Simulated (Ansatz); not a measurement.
Consider the ligand exchange at a B–O bond: `CNB(O)F` + H₂S → `CNB(F)S` + H₂O.

Gas-phase electronic energies from Ansatz, PBE0-D4/def2-TZVP geometries. CCSD(T)/CBS adds triple-zeta CCSD(T) − MP2 to the extrapolated MP2 energy (def2 sets, frozen cores). This one scheme is used for every species. Functionals use def2-TZVPP. B3LYP here is the variant with VWN-RPA as its local correlation; programs differ in this. One conformer a species, not always the lowest.

| level | ΔE (kJ/mol) | difference from CCSD(T)/CBS |
| --- | --- | --- |
| B3LYP-D4 | 54.9 | 4.5 |
| ωB97X-V | 53.8 | 3.4 |
| PBE | 46.8 | -3.6 |
| PBE0 | 50.5 | 0.1 |
| B3LYP | 59.3 | 8.9 |
| MP2/def2-TZVPP | 49.4 | -1.0 |
| CCSD/def2-TZVPP | 58.1 | 7.7 |
| HF/def2-QZVPP | 73.5 | 23.1 |
| MP2/def2-QZVPP | 47.2 | -3.2 |
| CCSD/CBS(def2) | 54.0 | 3.6 |
| CCSD(T)/CBS | 50.4 | 0 |

Largest T1 diagnostic among the species: 0.012.

The D4 term adds −4.4 kJ/mol with B3LYP and −2.4 kJ/mol with PBE0; it sums over pairs of atoms, weighted by their polarisabilities, and B3LYP, whose exchange is more repulsive, gets the larger term. From PBE to PBE0 (25 % exact exchange), in def2-TZVPP and without D4, ΔE moves by +3.7 kJ/mol.

CCSD(T)/CBS has its own doubt, a few kJ/mol and more with outer-core shells, so smaller differences from it don't rank the levels.
